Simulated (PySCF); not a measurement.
**I: excitation energy**

I [Kr] 4d10 5s2 5p5 (2P) → I [Kr] 4d10 5s2 5p4 5d1 (high-spin determinant), as a difference of total energies. Computed with PySCF 2.14 in aug-cc-pwCVTZ-PP with ECP28MDF, with a scalar-relativistic core potential. Correlated levels: valence: 4s2 4p6 4d10 frozen. The calculations carry no spin-orbit coupling.

```csv
method,excitation energy (eV)
UHF,8.064
MP2 (valence),8.604
SCS-MP2 (valence),8.702
CCSD (valence),8.561
CCSD(T) (valence),8.564
```

**Question.** How much does correlation contribute at CCSD(T) (valence)?

**Answer.** 8.564 − (8.064) = 0.500 eV, measured against UHF.

The promoted electron is Rydberg-like, and one or two diffuse shells describe it only roughly, which tends to raise the upper state.

The determinant of the upper state mixes LS terms, which raises its energy above the lowest term, most at the Hartree-Fock and MP2 levels.
